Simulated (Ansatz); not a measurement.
A made-up structure of BH$_{2}$Se, doublet:

B1  (0.338, 0.990, -0.203)
Se2  (-0.086, -0.775, 0.279)
H3  (0.739, -1.636, 1.205)
H4  (-0.563, 1.184, -0.891)
(Å)

It is relaxed with PBE-D4/def2-SVP and then PBE0-D4/def2-TZVP (Ansatz 0.2.0). Atoms count as bonded within 1.22 times the sum of their covalent radii (H–H: 0.88 Å). The end point is not checked to be a true minimum.

Question: Does its bonding change? (Judge from chemistry; the calculation decides.)

Answer: Computed: No: no bond forms or breaks.

Where it ends: The first stage lowers the energy by 0.58 eV in 6 steps. It ends as BH₂Se ([BH][SeH]):
```
4
angstrom
B 0.2213 0.7182 -0.1632
Se -0.2649 -1.0423 0.2746
H 0.8696 -1.3450 1.1664
H -0.3970 1.4322 -0.8874
```

Labels in which every atom is bracketed show which atoms are joined, not bond orders.

For scale, one of the runs: PBE0-D4/def2-TZVP relaxation, 91 basis functions, launched by `ansatz run in.yaml --threads 2 --pin off --events-out ev --progress --plain --max-ram 4352MiB`. The run took about 12 s on 2 CPU threads of an Arm Neoverse V2 (shared host).
